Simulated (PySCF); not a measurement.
cyclopentadiene (C₅H₆), SMILES C1=CCC=C1.

The structure is a stationary point at PBE0-D3(BJ)/def2-SVP. One conformer was computed; it need not be the lowest.

These are PBE0-D3(BJ)/def2-SVP (PySCF 2.14.0) values and carry that method's errors.

Harmonic, unscaled wavenumbers; measured fundamentals usually lie a few per cent lower.

Give all harmonic wavenumbers and intensities. (The exact figures need the calculation; the answer reports its results.)


| mode | ν (cm⁻¹) | IR (km/mol) | moving atoms (share of kinetic energy) |
|---|---|---|---|
| 1 | 334 | 11.6 | H 67 %, C 33 % |
| 2 | 528 | 0.0 | C 62 %, H 38 % |
| 3 | 682 | 63.3 | H 82 %, C 18 % |
| 4 | 719 | 0.0 | H 77 %, C 23 % |
| 5 | 811 | 0.1 | C 86 %, H 14 % |
| 6 | 812 | 7.5 | C 88 %, H 12 % |
| 7 | 903 | 26.9 | C 52 %, H 48 % |
| 8 | 948 | 14.5 | H 50 %, C 50 % |
| 9 | 968 | 0.0 | H 75 %, C 25 % |
| 10 | 972 | 0.0 | H 74 %, C 26 % |
| 11 | 978 | 14.9 | H 69 %, C 31 % |
| 12 | 1037 | 0.0 | C 55 %, H 45 % |
| 13 | 1098 | 4.2 | H 89 %, C 11 % |
| 14 | 1105 | 0.0 | H 86 %, C 14 % |
| 15 | 1123 | 0.3 | H 68 %, C 32 % |
| 16 | 1262 | 1.2 | H 65 %, C 35 % |
| 17 | 1330 | 1.9 | C 62 %, H 38 % |
| 18 | 1365 | 29.1 | H 90 %, C 10 % |
| 19 | 1416 | 2.3 | C 58 %, H 42 % |
| 20 | 1593 | 2.8 | C 93 % |
| 21 | 1673 | 0.6 | C 90 %, H 10 % |
| 22 | 3048 | 3.2 | H 94 % |
| 23 | 3089 | 2.1 | H 91 %, C 9 % |
| 24 | 3225 | 3.1 | H 92 % |
| 25 | 3235 | 5.0 | H 92 %, C 8 % |
| 26 | 3253 | 8.9 | H 91 %, C 9 % |
| 27 | 3259 | 1.6 | H 90 %, C 10 % |
